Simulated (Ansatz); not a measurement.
Coupled-cluster diagnostics for GeFCl3 (GeCl₃F), Ansatz.

Geometry of the singlet (PBE0-D4/def2-SVP):

```xyz
5

Ge    0.0347    0.0180    0.0274
F     1.2815    0.6659    1.0133
Cl   -1.3109   -1.0273    1.2814
Cl    0.9273   -1.2864   -1.3788
Cl   -0.9325    1.6298   -0.9433
```

Correlated methods freeze 25 core orbitals; core or outer-core shells of Ge are correlated, in sets that lack core-valence functions.

(1) Estimate the CCSD(T) correlation energy, the shares of MP2 and (T), T1 and the reference's ⟨S²⟩ for: charge 0, singlet, own geometry in def2-TZVP; and the rough time on 2 threads of Intel Xeon on a shared host.

Answers

(1) 
```
                          state      basis  correlation (eV)  MP2 share (%)  (T) share (%)     T1  ⟨S²⟩ (pure)  wall time
charge 0, singlet, own geometry  def2-TZVP           -30.595           92.6            3.9  0.010  0.00 (0.00)    2.3 min
```
Customary marks for T1 are 0.02 (closed shells), 0.045 (open shells) and about 0.05 (3d metals). T1 stays under 0.02 throughout.
